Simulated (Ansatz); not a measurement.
`C[N](C)[AlH][SH]` + `O[Si]S` → `[SH][AlH][SH]` + `CN(C)[Si]O`  (redistribution)

Gas-phase electronic energies from Ansatz, PBE0-D4/def2-TZVP geometries. CCSD(T)/CBS adds triple-zeta CCSD(T) − MP2 to the extrapolated MP2 energy (def2 sets, frozen cores). This one scheme is used for every species. DFT in def2-TZVPP. Each species was taken in one conformer, which may not be the lowest.

```
             level  ΔE (eV)
            B97M-V    -0.40
            B2PLYP    -0.41
           r2SCANh    -0.44
         CAM-B3LYP    -0.42
      MP2/def2-SVP    -0.47
SCS-MP2/def2-QZVPP    -0.44
      HF/CBS(def2)    -0.45
    CCSD/CBS(def2)    -0.44
```

Question: What does CCSD(T)/CBS give? (Best estimate.)

Answer: Computed: -0.43 eV. The listed levels differ from it by 0.03, 0.02, -0.01, 0.01, -0.04, -0.01, -0.02, -0.01 eV.

Largest T1 diagnostic among the species: 0.015.

Leaving LDA and LC-ωPBE aside and taking each functional with its dispersion term where it has one, the values, not all of them listed here, spread over 0.11 eV, from PBE-QIDH to BLYP-D4. LDA lies −0.04 eV from PBE without D4. From BLYP to BHLYP (50 % exact exchange), in def2-TZVPP and without D4, ΔE moves by −0.08 eV.
